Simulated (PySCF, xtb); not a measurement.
Si(H)(OH)3 (H₄O₃Si), SMILES O[SiH](O)O.

GFN2-xTB run with xtb at its own geometry gives an orbital gap of 8.63 eV and a dipole moment of 0.43 D.

Geometry: PBE0-D3(BJ)/def2-SVP. Other conformers were not sampled.

What does B3LYP/def2-TZVPD run with PySCF give? (The exact figures need the calculation; the answer reports its results.)

gap 8.46 eV (levels -8.93 and -0.47 eV), dipole 1.53 D.
